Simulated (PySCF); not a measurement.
Al(H)(vinyl)(OMe) (C₃H₇AlO), SMILES C=[CH][AlH][O]C.

Geometry: ωB97X-D3(BJ)/def2-SVP. The structure was generated by enumeration; whether it is a known compound was not checked. Other conformers were not sampled.

Method: PySCF 2.14.0 with TDDFT-PBE/def2-SVPD.

Vertical excitations. Isolated molecule, no solvent. State labels are in the subgroup Cs.

| state | symmetry | energy (eV) | λ (nm) | f | main pairs |
|---|---|---|---|---|---|
| S1 | A" | 4.53 | 273 | 0.000 | HOMO→LUMO 99 % |
| S2 | A' | 4.92 | 252 | 0.090 | HOMO−1→LUMO 90 % |
| S3 | A" | 5.15 | 241 | 0.000 | HOMO−2→LUMO 98 % |
| S4 | A' | 5.88 | 211 | 0.119 | HOMO−3→LUMO 63 %, HOMO−1→LUMO+1 17 %, HOMO−3→LUMO+1 12 % |
| S5 | A" | 6.08 | 204 | 0.002 | HOMO→LUMO+1 97 % |
| S6 | A' | 6.20 | 200 | 0.003 | HOMO→LUMO+2 88 % |
| S7 | A" | 6.21 | 200 | 0.001 | HOMO−1→LUMO+2 97 % |
| S8 | A' | 6.39 | 194 | 0.006 | HOMO−1→LUMO+1 68 %, HOMO−3→LUMO+1 14 % |
| S9 | A" | 6.52 | 190 | 0.001 | HOMO−2→LUMO+1 52 %, HOMO−4→LUMO 44 % |
| S10 | A' | 6.66 | 186 | 0.001 | HOMO−2→LUMO+2 59 %, HOMO→LUMO+3 39 % |
| T1 | A' | 4.11 | 301 | 0 | HOMO−3→LUMO 49 %, HOMO−1→LUMO 45 % |
| T2 | A" | 4.35 | 285 | 0 | HOMO→LUMO 95 % |
| T3 | A' | 4.54 | 273 | 0 | HOMO−1→LUMO 53 %, HOMO−3→LUMO 44 % |
| T4 | A" | 4.78 | 259 | 0 | HOMO−2→LUMO 95 % |
Triplets are in the Tamm–Dancoff approximation, which puts them higher than full response would, so one can lie above its singlet here.
